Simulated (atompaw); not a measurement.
Before and after: PAW (atompaw) potential for antimony

Sb, PAW, made with atompaw 4.2.0.5 (PBE, scalar-relativistic). Core [Kr] 4d10, reference 5s2 5p1.5 (charge +1.5). Waves: 5s (bound): rc 2.20 bohr; 5s channel at 1.35 Ry: rc 2.20 bohr; 5p (bound): rc 2.20 bohr; 5p channel at -0.7 Ry: rc 2.05 bohr; 5d channel at 0.1 Ry: rc 2.20 bohr. Local part: troulliermartins scheme with l = 3 at 0 Ry, radius 2.05 bohr. Core correction: smooth core density matched at 2.15 bohr. Augmentation charge: besselshape compensation charge, radius 2.05 bohr; PAW radius 2.20 bohr; waves and projectors: custom rrkj gramschmidtortho.

All-electron outer shells of the reference configuration (PBE, scalar-relativistic, ld1.x):

| shell | level (eV) | outermost node (bohr) | outermost maximum (bohr) |
| --- | --- | --- | --- |
| 5s | -24.93 | 0.95 | 1.86 |
| 5p | -15.94 | 1.04 | 2.21 |

Change: wave 5s channel at 1.35 Ry: rc 2.20 bohr becomes 5s channel at -1.63 Ry: rc 2.20 bohr.

Cutoffs: the cutoffs (Ry, on a coarse ladder) from which the occupation-weighted sum of valence levels, in a spherical-Bessel basis at the reference potential, stays within 10 and 1 mRy of its value at 400 Ry; they do not see the model core or the augmentation charge, which bear on the density cutoff.

What does the change do?

The potential gets harder (6 Ry and 8 Ry → 6 Ry and 15 Ry); both files keep a bound ghost (p, s).

| quantity | base | changed |
| --- | --- | --- |
| cutoff, loose | 6 Ry | 6 Ry |
| cutoff, tight | 8 Ry | 15 Ry |
| bound ghosts | s, p | s, p |
| s: phases at 2.21 bohr within 0.05 rad from the reference energy up to (Ry; the scan ends near 5) | to the end of the scan | 4.2 |
| p: phases at 2.21 bohr within 0.05 rad from the reference energy up to (Ry; the scan ends near 5) | 4.8 | 4.8 |
| d: phases at 2.21 bohr within 0.05 rad from the reference energy up to (Ry; the scan ends near 5) | 0.4 | 0.4 |
| lowest overlap eigenvalue by channel | s 0.33, p 0.24, d 1.00 | s 0.23, p 0.24, d 1.00 |

 A true bound ghost makes a file unfit for plane-wave use even where its test errors are small: the radial tests pick states by their node count and pass the ghost by. The cutoffs see the waves, projectors and local potential, not the compensation charge or the core.
